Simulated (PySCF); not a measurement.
**Worked example: chemical shift, span and skew from a shielding tensor**

C3H9NSi2, SMILES C(CC#N)[SiH2][SiH3]. Atoms are numbered in the order given.

```xyz
15

N     -2.5337     0.7490    -1.3682
C     -1.9841    -0.1607    -0.9073
C     -1.2676    -1.2838    -0.2970
C     -0.6764    -0.9481     1.0874
Si     0.5255     0.5353     1.1355
Si     2.1168     0.3385    -0.5861
H     -0.4710    -1.5909    -0.9959
H     -1.9641    -2.1364    -0.2291
H     -1.4909    -0.7558     1.8056
H     -0.1361    -1.8349     1.4575
H     -0.2244     1.8151     0.9870
H      1.2071     0.5331     2.4645
H      2.8395    -0.9643    -0.4585
H      1.4400     0.3658    -1.9169
H      3.1127     1.4477    -0.5269
```
Charge 0, spin multiplicity 1.

The structure is a stationary point at B3LYP-D3(BJ)/def2-SVP. The structure was generated by enumeration, and PubChem lists no compound with its InChIKey, so it may never have been made. Other conformers were not sampled.

GIAO shieldings from PBE/pcSseg-1 in PySCF, non-relativistic, no solvent. The symmetric part of the tensor of C2 has the principal values -56.0, -51.0, 289.1 ppm. The same nucleus in TMS has σ = 182.0 ppm at this level (PySCF, at its B3LYP-D3(BJ)/def2-TZVP geometry).

Q: Work out the isotropic shielding, the ¹³C shift against TMS, the span and the skew.

A: 
σ(iso) = (σ11 + σ22 + σ33)/3 = 60.7 ppm. δ = σ(ref) − σ(iso) = 182.0 − (60.7) = 121.3 ppm.
Span Ω = σ33 − σ11 = 345.1 ppm. Skew κ = 3(σ(iso) − σ22)/Ω = 0.97, an axial tensor. Tumbling in solution averages the tensor to δ; in a static solid the shielding alone would spread this spin-1/2 line over Ω.
